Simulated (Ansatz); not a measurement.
Ansatz (an electronic-structure program) job for C3H10OSi2, SMILES C[Si@H]1CO[C@H]1[SiH3], PBE0-D3(BJ)/def2-SVP. 

Ansatz 0.2 input:
```yaml
crystal:
  periodic: [false, false, false]
  atoms:
    - {symbol: C, position_ang: [-1.89601695, 1.53135374, -0.06472420]}
    - {symbol: Si, position_ang: [-1.27978725, -0.21490787, 0.32422997]}
    - {symbol: C, position_ang: [-0.63551800, -1.30386315, -1.11897435]}
    - {symbol: O, position_ang: [0.66916820, -1.41838108, -0.54185401]}
    - {symbol: C, position_ang: [0.60320022, -0.50750532, 0.59336193]}
    - {symbol: Si, position_ang: [1.89596198, 0.85070014, 0.27002754]}
    - {symbol: H, position_ang: [-1.24627355, 2.04515448, -0.76681242]}
    - {symbol: H, position_ang: [-2.89420928, 1.50142769, -0.49065735]}
    - {symbol: H, position_ang: [-1.94361757, 2.12747156, 0.84095442]}
    - {symbol: H, position_ang: [-2.15950953, -0.92373020, 1.26456460]}
    - {symbol: H, position_ang: [-1.07213505, -2.29811408, -1.24128044]}
    - {symbol: H, position_ang: [-0.57142629, -0.83864612, -2.10793320]}
    - {symbol: H, position_ang: [0.84110246, -1.07008304, 1.50277250]}
    - {symbol: H, position_ang: [1.84486885, 1.81845750, 1.37226100]}
    - {symbol: H, position_ang: [3.22349637, 0.24754365, 0.17637065]}
    - {symbol: H, position_ang: [1.56792005, 1.51656355, -0.99299315]}
basis:
  gaussian:
    orbitals: def2-SVP
hamiltonian:
  xc: pbe0
  dispersion: d3bj
relax: {f_tol: 0.002, max_steps: 200}
```

Log of the run:

```
[...]
the calculation of the forces begins
reference -21053.53283698 eV, -773.7030611619 hartree; 32, 32 occupied and 110, 110 virtual orbitals, 1523 factors
relax step   3: F+E_penalty+E_count = -21053.89411645 eV  Δ(F+E_penalty+E_count) = -8.218e-3 eV  max|allowed force component| = 8.064e-2 eV/Å  Δτ_max = 0.0292 Å  (30 SCF iters, accepted)
these checks for a lower state are left out or cut short: starts, cluster_reference, orbital_swaps, neighbouring_geometries, increment
integrals: 0.13 GiB planned
1523 factors; integrals over basis functions are off by at most 5.9e-4 eV
mean field: 0.89 GiB planned
mean field evaluation 32: about -21053.5333 eV, gradient 1.0e-3 eV
mean field -21053.53333147 eV, -773.7030793342 hartree, gradient 8.5e-6 eV, S^2 0.000000; 0 other end points of the search recorded, 0 dependent functions left out
the calculation of the forces begins
reference -21053.53336423 eV, -773.7030805382 hartree; 32, 32 occupied and 110, 110 virtual orbitals, 1523 factors
relax step   4: F+E_penalty+E_count = -21053.89522056 eV  Δ(F+E_penalty+E_count) = -1.104e-3 eV  max|allowed force component| = 3.988e-2 eV/Å  Δτ_max = 0.0171 Å  (24 SCF iters, accepted)
these checks for a lower state are left out or cut short: starts, cluster_reference, orbital_swaps, neighbouring_geometries, increment
integrals: 0.13 GiB planned
1523 factors; integrals over basis functions are off by at most 6.0e-4 eV
mean field: 0.89 GiB planned
mean field -21053.53349649 eV, -773.7030853983 hartree, gradient 7.9e-6 eV, S^2 0.000000; 0 other end points of the search recorded, 0 dependent functions left out
the calculation of the forces begins
reference -21053.53352925 eV, -773.7030866023 hartree; 32, 32 occupied and 110, 110 virtual orbitals, 1523 factors
relax step   5: F+E_penalty+E_count = -21053.89596353 eV  Δ(F+E_penalty+E_count) = -7.430e-4 eV  max|allowed force component| = 2.904e-2 eV/Å  Δτ_max = 0.0282 Å  (29 SCF iters, accepted)
these checks for a lower state are left out or cut short: starts, cluster_reference, orbital_swaps, neighbouring_geometries, increment
integrals: 0.13 GiB planned
1523 factors; integrals over basis functions are off by at most 6.0e-4 eV
mean field: 0.89 GiB planned
mean field -21053.53351731 eV, -773.7030861637 hartree, gradient 1.6e-5 eV, S^2 0.000000; 0 other end points of the search recorded, 0 dependent functions left out
the calculation of the forces begins
reference -21053.53355007 eV, -773.7030873674 hartree; 32, 32 occupied and 110, 110 virtual orbitals, 1523 factors
relax step   6: F+E_penalty+E_count = -21053.89609928 eV  Δ(F+E_penalty+E_count) = -1.358e-4 eV  max|allowed force component| = 1.128e-2 eV/Å  Δτ_max = 0.0137 Å  (23 SCF iters, accepted)
these checks for a lower state are left out or cut short: starts, cluster_reference, orbital_swaps, neighbouring_geometries, increment
integrals: 0.13 GiB planned
1523 factors; integrals over basis functions are off by at most 6.1e-4 eV
mean field: 0.89 GiB planned
mean field -21053.53358448 eV, -773.7030886321 hartree, gradient 1.3e-5 eV, S^2 0.000000; 0 other end points of the search recorded, 0 dependent functions left out
the calculation of the forces begins
reference -21053.53361725 eV, -773.7030898362 hartree; 32, 32 occupied and 110, 110 virtual orbitals, 1523 factors
relax step   7: F+E_penalty+E_count = -21053.89609402 eV  Δ(F+E_penalty+E_count) = +5.267e-6 eV  max|allowed force component| = 1.626e-2 eV/Å  Δτ_max = 0.0212 Å  (23 SCF iters, rejected (line search))
these checks for a lower state are left out or cut short: starts, cluster_reference, orbital_swaps, neighbouring_geometries, increment
integrals: 0.13 GiB planned
1523 factors; integrals over basis functions are off by at most 6.0e-4 eV
mean field: 0.89 GiB planned
mean field -21053.53373695 eV, -773.7030942353 hartree, gradient 8.7e-6 eV, S^2 0.000000; 0 other end points of the search recorded, 0 dependent functions left out
the calculation of the forces begins
reference -21053.53376970 eV, -773.7030954388 hartree; 32, 32 occupied and 110, 110 virtual orbitals, 1523 factors
relax step   8: F+E_penalty+E_count = -21053.89619954 eV  Δ(F+E_penalty+E_count) = -1.003e-4 eV  max|allowed force component| = 1.559e-2 eV/Å  Δτ_max = 0.0106 Å  (23 SCF iters, accepted)
these checks for a lower state are left out or cut short: starts, cluster_reference, orbital_swaps, neighbouring_geometries, increment
integrals: 0.13 GiB planned
1523 factors; integrals over basis functions are off by at most 6.1e-4 eV
mean field: 0.89 GiB planned
mean field evaluation 64: about -21053.5339 eV, gradient 1.8e-5 eV
mean field -21053.53394087 eV, -773.7031017293 hartree, gradient 8.0e-6 eV, S^2 0.000000; 0 other end points of the search recorded, 0 dependent functions left out
the calculation of the forces begins
reference -21053.53397361 eV, -773.7031029324 hartree; 32, 32 occupied and 110, 110 virtual orbitals, 1523 factors
relax step   9: F+E_penalty+E_count = -21053.89631027 eV  Δ(F+E_penalty+E_count) = -1.107e-4 eV  max|allowed force component| = 1.020e-2 eV/Å  Δτ_max = 0.0193 Å  (29 SCF iters, accepted)
these checks for a lower state are left out or cut short: starts, cluster_reference, orbital_swaps, neighbouring_geometries, increment
integrals: 0.13 GiB planned
1523 factors; integrals over basis functions are off by at most 6.1e-4 eV
mean field: 0.89 GiB planned
mean field -21053.53415215 eV, -773.7031094935 hartree, gradient 8.0e-6 eV, S^2 0.000000; 0 other end points of the search recorded, 0 dependent functions left out
the calculation of the forces begins
reference -21053.53418488 eV, -773.7031106965 hartree; 32, 32 occupied and 110, 110 virtual orbitals, 1523 factors
relax step  10: F+E_penalty+E_count = -21053.89637427 eV  Δ(F+E_penalty+E_count) = -6.400e-5 eV  max|allowed force component| = 1.040e-2 eV/Å  Δτ_max = 0.0169 Å  (29 SCF iters, accepted)
these checks for a lower state are left out or cut short: starts, cluster_reference, orbital_swaps, neighbouring_geometries, increment
integrals: 0.13 GiB planned
1523 factors; integrals over basis functions are off by at most 6.0e-4 eV
mean field: 0.89 GiB planned
mean field -21053.53437028 eV, -773.7031175098 hartree, gradient 8.0e-6 eV, S^2 0.000000; 0 other end points of the search recorded, 0 dependent functions left out
the calculation of the forces begins
reference -21053.53440301 eV, -773.7031187125 hartree; 32, 32 occupied and 110, 110 virtual orbitals, 1523 factors
relax step  11: F+E_penalty+E_count = -21053.89643054 eV  Δ(F+E_penalty+E_count) = -5.627e-5 eV  max|allowed force component| = 1.249e-2 eV/Å  Δτ_max = 0.0242 Å  (29 SCF iters, accepted)
these checks for a lower state are left out or cut short: starts, cluster_reference, orbital_swaps, neighbouring_geometries, increment
integrals: 0.13 GiB planned
1523 factors; integrals over basis functions are off by at most 6.0e-4 eV
mean field: 0.89 GiB planned
mean field -21053.53450965 eV, -773.7031226314 hartree, gradient 7.2e-6 eV, S^2 0.000000; 0 other end points of the search recorded, 0 dependent functions left out
the calculation of the forces begins
reference -21053.53454238 eV, -773.7031238340 hartree; 32, 32 occupied and 110, 110 virtual orbitals, 1523 factors
relax step  12: F+E_penalty+E_count = -21053.89644363 eV  Δ(F+E_penalty+E_count) = -1.309e-5 eV  max|allowed force component| = 9.761e-3 eV/Å  Δτ_max = 0.0125 Å  (23 SCF iters, accepted)
these checks for a lower state are left out or cut short: starts, cluster_reference, orbital_swaps, neighbouring_geometries, increment
integrals: 0.13 GiB planned
1523 factors; integrals over basis functions are off by at most 6.0e-4 eV
mean field: 0.89 GiB planned
mean field -21053.53453914 eV, -773.7031237151 hartree, gradient 7.5e-5 eV, S^2 0.000000; 0 other end points of the search recorded, 0 dependent functions left out
the calculation of the forces begins
reference -21053.53457187 eV, -773.7031249179 hartree; 32, 32 occupied and 110, 110 virtual orbitals, 1523 factors
relax step  13: F+E_penalty+E_count = -21053.89645408 eV  Δ(F+E_penalty+E_count) = -1.045e-5 eV  max|allowed force component| = 8.421e-3 eV/Å  Δτ_max = 0.0038 Å  (19 SCF iters, accepted)
these checks for a lower state are left out or cut short: starts, cluster_reference, orbital_swaps, neighbouring_geometries, increment
integrals: 0.13 GiB planned
1523 factors; integrals over basis functions are off by at most 6.0e-4 eV
mean field: 0.89 GiB planned
mean field -21053.53452664 eV, -773.7031232558 hartree, gradient 1.9e-5 eV, S^2 0.000000; 0 other end points of the search recorded, 0 dependent functions left out
the calculation of the forces begins
reference -21053.53455937 eV, -773.7031244585 hartree; 32, 32 occupied and 110, 110 virtual orbitals, 1523 factors
relax step  14: F+E_penalty+E_count = -21053.89645693 eV  Δ(F+E_penalty+E_count) = -2.851e-6 eV  max|allowed force component| = 3.359e-3 eV/Å  Δτ_max = 0.0009 Å  (19 SCF iters, accepted)
these checks for a lower state are left out or cut short: starts, cluster_reference, orbital_swaps, neighbouring_geometries, increment
integrals: 0.13 GiB planned
1523 factors; integrals over basis functions are off by at most 6.0e-4 eV
mean field: 0.89 GiB planned
mean field evaluation 96: about -21053.5142 eV, gradient 1.0e-1 eV
mean field -21053.53452912 eV, -773.7031233468 hartree, gradient 2.1e-5 eV, S^2 0.000000; 0 other end points of the search recorded, 0 dependent functions left out
the calculation of the forces begins
reference -21053.53456184 eV, -773.7031245495 hartree; 32, 32 occupied and 110, 110 virtual orbitals, 1523 factors
relax step  15: F+E_penalty+E_count = -21053.89645748 eV  Δ(F+E_penalty+E_count) = -5.554e-7 eV  max|allowed force component| = 6.434e-4 eV/Å  Δτ_max = 0.0005 Å  (18 SCF iters, accepted)
integrals: 0.13 GiB planned
1523 factors; integrals over basis functions are off by at most 6.0e-4 eV
mean field: 0.89 GiB planned
mean field -21053.53452912 eV, -773.7031233468 hartree, gradient 2.1e-5 eV, S^2 0.000000; 1 other end points of the search recorded, 0 dependent functions left out
the calculation of the forces begins
reference -21053.53456184 eV, -773.7031245495 hartree; 32, 32 occupied and 110, 110 virtual orbitals, 1523 factors
Total energy: -21053.89649021 eV, -773.7164251716 hartree
Atom 0 at    -1.829989     1.516090    -0.088983 Å, force    -0.000209     0.000066     0.000306 eV/Å
Atom 1 at    -1.243637    -0.220349     0.291775 Å, force    -0.000277     0.000092     0.000101 eV/Å
Atom 2 at    -0.671341    -1.349010    -1.133642 Å, force     0.000643    -0.000198     0.000299 eV/Å
Atom 3 at     0.653854    -1.424433    -0.591939 Å, force    -0.000191     0.000266     0.000227 eV/Å
Atom 4 at     0.620704    -0.545762     0.558578 Å, force     0.000159    -0.000126    -0.000366 eV/Å
Atom 5 at     1.848862     0.867689     0.314630 Å, force     0.000534    -0.000310     0.000029 eV/Å
Atom 6 at    -1.189146     1.995110    -0.844046 Å, force     0.000105    -0.000055    -0.000088 eV/Å
Atom 7 at    -2.863257     1.501109    -0.470444 Å, force    -0.000009     0.000010    -0.000073 eV/Å
Atom 8 at    -1.819677     2.139280     0.819369 Å, force    -0.000072     0.000089     0.000017 eV/Å
Atom 9 at    -2.153483    -0.850441     1.299373 Å, force    -0.000177     0.000059    -0.000065 eV/Å
Atom 10 at    -1.125242    -2.352273    -1.212341 Å, force    -0.000198    -0.000222    -0.000096 eV/Å
Atom 11 at    -0.668452    -0.899537    -2.143615 Å, force    -0.000173     0.000107    -0.000314 eV/Å
Atom 12 at     0.857091    -1.102207     1.485248 Å, force     0.000039     0.000047     0.000054 eV/Å
Atom 13 at     1.787426     1.803617     1.483473 Å, force    -0.000194     0.000039     0.000040 eV/Å
Atom 14 at     3.244850     0.354566     0.175406 Å, force     0.000152     0.000071    -0.000062 eV/Å
Atom 15 at     1.498662     1.629992    -0.923529 Å, force    -0.000133     0.000064    -0.000008 eV/Å
Dipole moment:    -0.438259     0.207005     0.078945 e Å
```

Self-consistency was reached.
